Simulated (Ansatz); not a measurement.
Basis-set extrapolation for C2H4BClS (`BSC(=C)Cl`) (PBE0-D4/def2-TZVP geometry, frozen core, Ansatz). Multiplicity 1, RHF reference.

```csv
,def2-TZVPP,def2-QZVPP
HF,-959.818958,-959.847243
MP2 correlation,-0.788726,-0.850843
CCSD(T) correlation,-0.881004,not run
```

Energies in hartree. Use E(X) = E(∞) + A·exp(−7.88·√X) for Hartree–Fock and E(X) = E(∞) + B·X^(−2.97) for correlation, with X = 3 and 4, and add CCSD(T) minus MP2 of the smaller set to the MP2 limit.

**Question.** What is the CCSD(T) energy at the basis-set limit?

**Answer.** HF limit: -959.847243 + (-0.028285) × 0.13774 = -959.85114. MP2 limit: -0.850843 + (-0.062117) × 0.74074 = -0.89686. Higher-order term: -0.881004 − (-0.788726) = -0.09228. Total: -960.84028 hartree, 368.4 kJ/mol below CCSD(T)/def2-TZVPP.
